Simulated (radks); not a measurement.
Initial-state core-level shifts of neutral gold when its valence configuration changes from [Xe] 4f14 5d10 6s1. Method: scalar-relativistic Kohn-Sham, LDA (Slater exchange, Perdew-Wang correlation), spin-polarised, spherical densities, finite nucleus; open shells are filled with parallel spins first (spin-orbit coupling, left out, can overturn this in heavy ions); Fermi nuclear charge, rms radius 5.4371 fm; computed with a radial shooting solver on a logarithmic mesh with Libxc functionals. Shifts are changes of the shell-averaged eigenvalues in eV (positive: less bound); the change of the density at the nucleus, which sets a Mossbauer isomer shift, is in e/bohr^3, on a base of 2.292e+06.

valence,2s,4p,5s,5p,density at nucleus
4f14 5d9 6s1 6p1,-4.936,-4.906,-4.793,-4.640,+30.3
4f14 5d10 6p1,-2.062,-2.087,-2.110,-2.129,-130.3
4f14 5d8 6s1 6p2,-9.855,-9.757,-9.449,-9.087,+64.4
4f14 5d8.5 6s1.5 6p1,-6.620,-6.549,-6.346,-6.095,+122.0
4f14 5d7.5 6s1.5 6p2,-11.697,-11.541,-11.105,-10.626,+168.5
4f14 5d10 6s0.5 6p0.5,-1.083,-1.096,-1.107,-1.118,-63.2
4f14 5d9 6s2,-3.071,-3.017,-2.892,-2.731,+163.1
4f13.5 5d10 6s1 6p0.5,-9.118,-8.674,-4.441,-3.781,+86.2
4f14 5d9.5 6s1.5,-1.501,-1.477,-1.419,-1.343,+78.4
